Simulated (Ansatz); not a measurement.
Consider the formal exchange of groups at a C–C bond: `O=C(O)C[SiH3]` + `CC(C)C` → `CC(C)(C)C(=O)O` + `C[SiH3]`.

Program: Ansatz. Geometries: PBE0-D4/def2-TZVP. ΔE: electronic, gas phase. CBS: MP2 limit from def2 TZ/QZ plus the TZ coupled-cluster correction, frozen cores. This one scheme is used for every species. Functionals use def2-TZVPP. B3LYP here is the variant with VWN-RPA as its local correlation; programs differ in this. Each species was taken in one conformer, which may not be the lowest.

| level | ΔE (kJ/mol) | difference from CCSD(T)/CBS |
| --- | --- | --- |
| PBE0-D4 | -9.1 | 4.4 |
| ωB97M-V | -12.5 | 1.0 |
| r2SCAN | -10.7 | 2.8 |
| B3LYP | -2.8 | 10.7 |
| HF/def2-TZVPP | -2.2 | 11.3 |
| MP2/def2-TZVPP | -16.8 | -3.3 |
| CCSD(T)/def2-TZVPP | -14.4 | -0.9 |
| HF/def2-QZVPP | -1.9 | 11.6 |
| MP2/def2-QZVPP | -16.2 | -2.7 |
| CCSD/CBS(def2) | -11.2 | 2.3 |
| CCSD(T)/CBS | -13.5 | 0 |

Largest T1 diagnostic among the species: 0.014.

In def2-TZVPP, CCSD(T) changes the Hartree–Fock value by −12.2 kJ/mol (the triples alone add −2.3 kJ/mol) and MP2 by −14.6 kJ/mol. The D4 term adds −6.2 kJ/mol with B3LYP and −3.6 kJ/mol with PBE0; it sums over pairs of atoms, weighted by their polarisabilities, and B3LYP, whose exchange is more repulsive, gets the larger term.
